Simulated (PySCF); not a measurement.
Run record: geometry optimisation, AsPSb2.

Computed with PBE0-D3(BJ)/def2-SVP geometry optimisation, gas phase, def2 core potentials past Kr (PySCF 2.14.0). Start geometry: GFN2-xTB. A driver script takes a list of jobs; this job's settings line and coordinates (Å) are shown.

Command:
```bash
OMP_NUM_THREADS=1 python probes_run.py task.json out
```

Input:
```
{"job": {"xc": "PBE0", "basis": "def2-SVP", "d3": "d3bj", "grid": 1, "maxiter": 40, "shake": 0.03, "kind": "geom"}, "charge": 0, "multiplicity": 1}
P     -1.178010     0.287000    -0.515890
As    -0.358650    -0.967540     1.079690
Sb     0.653920     1.350300     0.603970
Sb     0.966030    -0.760200    -1.198240
```

Output:
```
step   0  E = -3057.06802328  max force = 0.054934
step   1  E = -3057.07879926  max force = 0.010351
step   2  E = -3057.07966351  max force = 0.002839
step   3  E = -3057.07972377  max force = 0.000759
step   4  E = -3057.07971411  max force = 0.001156
step   5  E = -3057.07971172  max force = 0.001553
step   6  E = -3057.07971850  max force = 0.001264
step   7  E = -3057.07972387  max force = 0.000846
step   8  E = -3057.07972481  max force = 0.000485
optimisation converged
```

Energies in Eh; «max force» is the largest Cartesian gradient component in Eh/bohr.

Problem. How much energy does the optimisation release, in eV?

Solution. E(step 0) − E(last step) = 0.011702 Eh, which is 0.318 eV.

Problem. Give the first gradient maximum in eV/Å.

Solution. With 1 Eh/bohr = 51.422 eV/Å, 2.825 eV/Å.

Main results: final energy -3057.07972 Eh after 8 steps; dipole 1.37 D.

Problem. Give the final coordinates.

Solution. 0.074 Å rms from the input after alignment:
```
atom  x, y, z in Å
P1    -1.2544    0.3774   -0.5782
As2   -0.3555   -1.0639    1.0412
Sb3    0.7325    1.3101    0.7136
Sb4    0.9607   -0.7140   -1.2071
```

Problem. How long does this job take on Arm Neoverse V2, one thread, on a shared host? And the peak memory of the process?

Solution. About 70 s, with 0.38 GiB resident at the peak, the Python interpreter and its libraries included.
Labels such as C1 count atoms from 1, the log's own numbers from 0.
